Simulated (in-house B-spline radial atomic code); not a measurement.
LC-wPBE excitations of B IV (B3+)

Method: LC-wPBE. Computed with a B-spline radial code for spherical atoms: linear response of the closed shell 1s2 with the functional's adiabatic kernel; non-relativistic, point nucleus, no spin-orbit coupling, no double excitations, S, P, D and F terms only.

Command:
```bash
python run_td.py task.json out
```
Settings (radii: box in bohr, nucleus in fm):
```
Z                        5
electrons                2
configuration            1s2
hamiltonian              nr
method                   lc_wpbe
box_radius               23.08
intervals                47
```

Time taken, with all properties: 0.1 s on 1 thread of Intel(R) Xeon(R) Platinum 8488C (Sapphire Rapids), on a shared host.

The lowest states, in the order of their Tamm-Dancoff energies; the method's threshold (minus the highest occupied level) is 237.42 eV. Labels give the largest channel, * marks a mixed state, and oscillator strengths are full-response dipole values. Semilocal kernels can invert the small singlet-triplet splittings of Rydberg terms. Energies in eV:

```csv
state,full response,Tamm-Dancoff,oscillator strength
1s → 2s 3S,186.52,186.53,-
1s → 2s 1S,190.04,190.13,-
1s → 2p 3P,191.64,191.65,-
1s → 2p 1P,193.73,193.75,0.461
1s → 3s 3S,?,?,-
1s → 3s 1S,?,?,-
1s → 3p 3P,215.18,215.19,-
1s → 3d 3D,215.66,215.66,-
1s → 3d 1D,215.67,215.67,-
1s → 3p 1P,215.86,215.87,0.128
1s → 4s 3S,223.99,223.99,-
1s → 4f 3F,224.21,224.21,-
1s → 4f 1F,224.21,224.21,-
1s → 4s 1S,224.44,224.45,-
1s → 4p 3P,224.54,224.55,-
1s → 4d 3D,224.71,224.71,-
```

Q: Where does 1s → 3s 1S lie?

A: At 214.87 eV in full response, 214.90 eV in Tamm-Dancoff.

Q: Where does 1s → 3s 3S lie?

A: At 213.84 eV in full response, 213.84 eV in Tamm-Dancoff.

Q: How large is the singlet-triplet splitting of 1s → 2s (S terms) in Tamm-Dancoff?

A: 3.59 eV, from the unrounded values.

Q: What polarisabilities and dispersion coefficient does the method give?

A: Dipole 0.02051 bohr³, quadrupole 0.003811 bohr⁵, C6 0.002751 hartree·bohr⁶ for two such species.
